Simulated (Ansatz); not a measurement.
Tl₂H₂, relaxed as a singlet with RKS PBE0-D4/def2-TZVP in Ansatz, starting from packed atoms. Force threshold 0.02 eV/Å.

In the def2 sets Tl takes a core potential; there is no spin–orbit coupling. The structure comes from a short search, and lower isomers may exist.

Start:

```xyz
4

Tl    1.564    0.634    0.276
Tl   -1.663   -0.060   -0.629
H     0.133   -0.244   -0.251
H    -0.034   -0.331    0.603
```

(1) Estimate the energy that the relaxation releases and the steps that it takes.

(2) Does the start keep its bonding?

(3) Predict the relaxed structure.

Answers

(1) 58.3 kcal/mol, in 14 steps; 11 s on 4 threads of Arm Neoverse V2 on a shared host. No frequencies were taken in this run, so the end may be a saddle point.

(2) By distances, no bond broke or formed. The bond that changes most is Tl1–H3, from 1.76 to 2.12 Å (atoms count from 1). A close non-bonded pair moves further: H3–H4, from 0.87 to 2.47 Å.

(3) 
```xyz
4

Tl    1.6254    0.3596    0.4427
Tl   -1.6254   -0.3590   -0.4431
H     0.3776   -0.3102   -1.1344
H    -0.3776    0.3096    1.1347
```
Bond lengths (bridged metal pairs left out): 1 × Tl–Tl 3.45 Å.
